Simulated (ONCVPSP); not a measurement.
Fe (Z = 26): variants of one ONCV potential

Base potential:

ONCVPSP 4.0.1 input, shortened (lines: element, Z, core and valence counts, functional; n l f; lmax; l rc ep ncon nbas qcut; lloc lpopt rc5 dvloc0; l nproj debl; icmod fcfact rcfact), PBEsol, scalar-relativistic:

```
  Fe 26.00    3    3  -116133      upf
    1    0    2.00
    2    0    2.00
    2    1    6.00
    3    0    2.00
    3    1    6.00
    3    2    6.00
    2
    0    0.95    0.00    4    9   12.90
    1    0.95    0.00    4    9    9.00
    2    1.00    0.00    4    8   12.70
    4    3    0.65    2.00
    0    3    2.90
    1    1    1.40
    2    1    1.70
    0    0.00    0.00
```

In the s channel the program set the typed energies aside and used -4.122, 0.250, 3.150 Ha.

All-electron outer shells of the reference configuration (PBEsol, scalar-relativistic, ld1.x):

```json
{"shell": "3s", "level (eV)": "-112.17", "outermost node (bohr)": "0.33", "outermost maximum (bohr)": "0.70"}
{"shell": "3p", "level (eV)": "-78.35", "outermost node (bohr)": "0.30", "outermost maximum (bohr)": "0.72"}
{"shell": "3d", "level (eV)": "-25.68", "outermost node (bohr)": "–", "outermost maximum (bohr)": "0.71"}
```

Cutoffs, loose and tight: the cutoffs (Ha) at which the residual kinetic energy of the hardest occupied pseudo-wave falls to 1 and 0.1 mHa per electron. They do not see the model core or the augmentation charge, which bear on the density cutoff. Test errors are all-electron minus pseudo excitation energies from the reference, over the configurations 3s2 3p6 3d6 4s2; 3s2 3p6 3d6 4s1; 3s2 3p6 3d5; 3s1 3p6 3d6 4s2. A dash means not determined; rows that change the core or the reference have their own tests.

A true bound ghost makes a file unfit for plane-wave use even where its test errors are small: the radial tests pick states by their node count and pass the ghost by.

| change | outcome | cutoff, loose | cutoff, tight | bound ghosts | GHOST(+) flags above zero | largest test error (meV) |
| --- | --- | --- | --- | --- | --- | --- |
| base | generated, projector energies reset by the program | 74 Ha | 146 Ha | none | s | -26 |
| all radii scaled by about 0.76 (s 0.72, p 0.72, d 0.76 bohr); local potential polynomial inside 0.50 bohr (lpopt 3, dvloc0 2 Ha) | generated, projector energies reset by the program | 353 Ha | 471 Ha | s | s | -14 |
| all radii scaled by about 0.84 (s 0.80, p 0.80, d 0.84 bohr); local potential polynomial inside 0.56 bohr (lpopt 3, dvloc0 2 Ha) | generated, projector energies reset by the program | 191 Ha | 387 Ha | s | none | -16 |
| all radii scaled by about 0.92 (s 0.88, p 0.88, d 0.92 bohr); local potential polynomial inside 0.60 bohr (lpopt 3, dvloc0 2 Ha) | generated, projector energies reset by the program | 83 Ha | 258 Ha | none | s | -19 |
| all radii scaled by about 1.10 (s 1.04, p 1.04, d 1.10 bohr); local potential polynomial inside 0.72 bohr (lpopt 3, dvloc0 2 Ha) | generated, projector energies reset by the program | 69 Ha | 77 Ha | none | none | -39 |
| all radii scaled by about 1.16 (s 1.10, p 1.10, d 1.16 bohr); local potential polynomial inside 0.76 bohr (lpopt 3, dvloc0 2 Ha) | generated, projector energies reset by the program | 66 Ha | 74 Ha | none | s | -51 |
| all radii scaled by about 1.22 (s 1.16, p 1.16, d 1.22 bohr); local potential polynomial inside 0.80 bohr (lpopt 3, dvloc0 2 Ha) | generated, projector energies reset by the program | 63 Ha | 71 Ha | none | s | -67 |
| all radii scaled by about 1.30 (s 1.24, p 1.24, d 1.30 bohr); local potential polynomial inside 0.86 bohr (lpopt 3, dvloc0 2 Ha) | generated, projector energies reset by the program | 60 Ha | 67 Ha | none | none | -96 |

Reading the sweep of the scale of all radii (base = 1) (base included, trends over the rows without a ghost): The loose cutoff falls from 83 Ha at 0.92 to 60 Ha at 1.3. A larger radius leaves more room for a smooth pseudo-wave, so fewer plane waves are needed; a smaller one forces it to follow the all-electron wave where it bends sharply. The median size of the test errors (rows with all tests solved) rises from 3.7 meV at 0.92 to 7.5 meV at 1.3. More of the atom is replaced by a form fitted at one configuration, so other configurations suffer as the radius grows. Bound ghosts are found at 0.76, 0.84.
